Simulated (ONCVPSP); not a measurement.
u(r) = r·R(r): atom against pseudo-atom (Br (Z = 35))

Columns: radius, all-electron u(r) and pseudo u(r) of the 3d shell (level -66.72 eV) of bromine in the configuration [Ne] 3s2 3p6 3d10 4s2 4p5; PBE, scalar-relativistic, ONCV scheme, ONCVPSP 4.0.1.

```json
{"r (bohr)": "0.050", "all-electron": "0.0512", "pseudo": "0.0082"}
{"r (bohr)": "0.100", "all-electron": "0.2434", "pseudo": "0.0623"}
{"r (bohr)": "0.150", "all-electron": "0.5093", "pseudo": "0.1911"}
{"r (bohr)": "0.200", "all-electron": "0.7723", "pseudo": "0.3980"}
{"r (bohr)": "0.250", "all-electron": "0.9895", "pseudo": "0.6604"}
{"r (bohr)": "0.300", "all-electron": "1.1460", "pseudo": "0.9369"}
{"r (bohr)": "0.350", "all-electron": "1.2435", "pseudo": "1.1807"}
{"r (bohr)": "0.400", "all-electron": "1.2891", "pseudo": "1.3529"}
{"r (bohr)": "0.450", "all-electron": "1.2939", "pseudo": "1.4370"}
{"r (bohr)": "0.500", "all-electron": "1.2681", "pseudo": "1.4358"}
{"r (bohr)": "0.550", "all-electron": "1.2212", "pseudo": "1.3702"}
{"r (bohr)": "0.600", "all-electron": "1.1603", "pseudo": "1.2666"}
{"r (bohr)": "0.650", "all-electron": "1.0910", "pseudo": "1.1506"}
{"r (bohr)": "0.700", "all-electron": "1.0175", "pseudo": "1.0416"}
{"r (bohr)": "0.750", "all-electron": "0.9427", "pseudo": "0.9483"}
{"r (bohr)": "0.800", "all-electron": "0.8688", "pseudo": "0.8690"}
{"r (bohr)": "0.850", "all-electron": "0.7972", "pseudo": "0.7970"}
{"r (bohr)": "0.900", "all-electron": "0.7289", "pseudo": "0.7287"}
{"r (bohr)": "0.950", "all-electron": "0.6644", "pseudo": "0.6643"}
{"r (bohr)": "1.000", "all-electron": "0.6042", "pseudo": "0.6040"}
{"r (bohr)": "1.050", "all-electron": "0.5483", "pseudo": "0.5481"}
{"r (bohr)": "1.100", "all-electron": "0.4967", "pseudo": "0.4965"}
{"r (bohr)": "1.150", "all-electron": "0.4493", "pseudo": "0.4491"}
{"r (bohr)": "1.200", "all-electron": "0.4059", "pseudo": "0.4058"}
{"r (bohr)": "1.250", "all-electron": "0.3664", "pseudo": "0.3662"}
{"r (bohr)": "1.300", "all-electron": "0.3304", "pseudo": "0.3303"}
```

(1) How many radial nodes do the two functions have?

(2) At about which radius was the pseudo-wave matched?

(3) Is the pseudo-wave norm-conserving?

Results:

(1) The all-electron 3d function has n − l − 1 = 0; the pseudo-wave has 0.

(2) 0.85 bohr, where the columns begin to agree (steps of 0.05 bohr).

(3) Yes: the ONCV scheme keeps the norm inside the radius equal to the all-electron one, which fixes the energy derivative of the logarithmic derivative at the level.
